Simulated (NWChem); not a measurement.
# vinylidene fluoride (C2H2F2); SMILES C=C(F)F

```xyz
6

C      0.0000     0.0000    -1.3865
C      0.0000     0.0000    -0.0636
F      0.0000    -1.0859     0.6975
F      0.0000     1.0859     0.6975
H      0.0000     0.9366    -1.9268
H      0.0000    -0.9366    -1.9268
```
Atoms are numbered in this order, from 1.

The geometry was optimised at B3LYP/6-31G* (spherical d).

Symmetry labels are those of C2v in the frame above (b1 and b2, or b-type labels, depend on it). States above −ε(HOMO) = 6.6 eV lie in this functional's continuum and hang on the basis.

List the 4 lowest vertical singlet excitations from PBE/def2-SVPD, TDA (NWChem).


| state | energy (eV) | oscillator strength | symmetry | leading excitation (squared amplitude) |
|---|---|---|---|---|
| S1 | 6.72 | 0.031 | b1 | HOMO → LUMO+1 (1.00) |
| S2 | 7.75 | 0.006 | b1 | HOMO → LUMO+2 (1.00) |
| S3 | 8.11 | 0.000 | a2 | HOMO → LUMO+3 (1.00) |
| S4 | 8.23 | 0.413 | a1 | HOMO → LUMO (0.80) |
